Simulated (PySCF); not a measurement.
Job for PySCF: R-B3LYP/6-31G* on CH10Ge2 (a complex), monomers drawn apart or pushed together.

```python
from pyscf import gto, scf, dft, mp
from pyscf.data.elements import chemcore

mol = gto.M(
    atom='''
    Ge   -0.18822438   -1.40850771    0.65348644
    Ge   -0.36985753    0.98919005    0.25952059
    H     0.16948168   -2.13197227   -0.65748595
    H    -1.52506734   -1.97019722    1.16954011
    H     0.90448815   -1.71286358    1.69103819
    H     1.02862300    1.61726476    0.12085287
    H    -1.10313402    1.68200210    1.42010308
    H    -1.15310441    1.25490308   -1.03893994
    C     0.74967729    0.56198000    5.72307033
    H    -0.26717166    0.46537267    5.34539897
    H     1.16193625   -0.42739337    5.91439688
    H     1.36462376    1.07402785    4.98427664
    H     0.73858876    1.13857207    6.64690396
    ''',
    basis='6-31g*',
    cart=True,
    charge=0, spin=0, verbose=3, max_memory=1800)
mf = dft.RKS(mol, xc='b3lyp')
mf.conv_tol = 1e-8
mf.max_cycle = 100
mf.kernel()
if not mf.converged:
    mf = mf.newton().run(mf.mo_coeff, mf.mo_occ)
```

Output:

```
converged SCF energy = -4197.65230853337
```

The run converged.

Cost: around 40 core-seconds (rough).
